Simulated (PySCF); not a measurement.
Si(H)2(OMe)(NH2) (CH7NOSi), SMILES N[SiH2]OC.

Geometry optimised at B3LYP-D3(BJ)/def2-SVP. Other conformers were not sampled.

Two levels are set side by side: PBE/def2-TZVP (PySCF) and CAM-B3LYP/def2-TZVP (PySCF). Same geometry, gas phase. Differences are taken from unrounded values.

```
quantity                     CAM-B3LYP
---------------------------  ---------
orbital gap (eV)                 10.79
highest occupied level (eV)      -9.27
lowest empty level (eV)           1.52
dipole moment (D)                 0.52
mean polarisability (bohr³)       48.9
```

Q: What does PBE give, and how far is it from CAM-B3LYP? (The exact figures need the calculation; the answer reports its results.)

A: 
| quantity | PBE | PBE minus CAM-B3LYP |
|---|---|---|
| orbital gap (eV) | 6.17 | -4.62 |
| highest occupied level (eV) | -6.32 | 2.95 |
| lowest empty level (eV) | -0.15 | -1.67 |
| dipole moment (D) | 0.61 | 0.10 |
| mean polarisability (bohr³) | 51.8 | 2.8 |

PBE's occupied levels lie high since its potential decays too fast outside the molecule; exact exchange lowers them and widens the gap. Loosely held outer electrons make PBE densities more polarisable. Differences between two approximate levels are no errors against the true value.

Rough cost on one machine, each run with all the roots and properties that it gave: CAM-B3LYP against PBE within a factor of 2.
